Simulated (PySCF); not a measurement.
## Two-dimensional NMR puzzle

Compound of formula C$_{6}$H$_{9}$ClOSi$_{2}$. Correlations simulated from computed shifts and the bond graph:

HSQC (one-bond C–H):
```
  δH     δC
6.94  151.4
6.53  144.6
5.62  118.1
5.49  119.8
```

COSY cross peaks (H two or three bonds apart, from the bond graph; peaks can be absent where the dihedral angle is near 90°):
```
  δH    δH
6.94  5.62
6.94  5.49
5.62  5.09
```

HMBC (two and three bonds, from the bond graph):
```
  δH                                 δC
6.94                160.7, 119.8, 118.1
6.53                       160.7, 131.5
5.62                151.4, 131.5, 119.8
5.49         160.7, 151.4, 131.5, 118.1
5.09  160.7, 151.4, 144.6, 131.5, 118.1
5.02                              160.7
```

Carbons without hydrogens: δ 160.7, 131.5.

PySCF calculation with shielding tensors at PBE0/pcSseg-1 (GIAO) and structure optimised with GFN2-xTB; one computed conformer, non-relativistic, equivalent nuclei averaged, isolated molecule.

Chemical shifts δ = σref − σ; $^{1}$H (σref 31.72) and $^{13}$C (σref 186.93) against TMS, all at this level.

Exchangeable hydrogens are left out of these lists.

Which molecule is this?

Results:

SMILES [SiH3]OC1=CC=C[SiH2]/C1=C/Cl.

Atom-mapped SMILES (the numbers label the heavy atoms): `[SiH3:1][O:2][C:3]1=[CH:4][CH:5]=[CH:6][SiH2:7]/[C:8]1=[CH:9]/[Cl:10]` (H(Xn): hydrogen on atom n).

1. δC 160.7 is C3, an alkene carbon bearing oxygen.
2. δC 151.4 is C5, an alkene CH (δH 6.94).
3. δC 144.6 is C9, an alkene CH (δH 6.53).
4. δC 131.5 is C8, a fully substituted alkene carbon.
5. δC 119.8 is C4, a β carbon of an enol-ether or enamine type C=C (δH 5.49).
6. δC 118.1 is C6, an alkene CH (δH 5.62).
7. HMBC from δH 6.94 reaches the proton-free carbon C3.
8. HMBC from δH 6.53 reaches the proton-free carbons C3, C8.
9. HMBC from δH 5.62 reaches the proton-free carbon C8.
10. HMBC from δH 5.49 reaches the proton-free carbons C3, C8.
11. COSY links 6.94–5.62, 6.94–5.49, 5.62–5.09.

This is the structure that produced the data.

Carbons that carry Cl, above all several Cl atoms, come out too deshielded, partly because spin–orbit coupling is missing. Shifts are as computed. Against solution values, carbons near 30 ppm lie about +3 ppm off and those near 130 ppm about +5 ppm; carbons on Cl a further +6 ppm. Of 1309 compounds with measured shifts, 239 miss one by over three times the rms of a fit or turn the order of signals round; such compounds aren't used in these exercises.
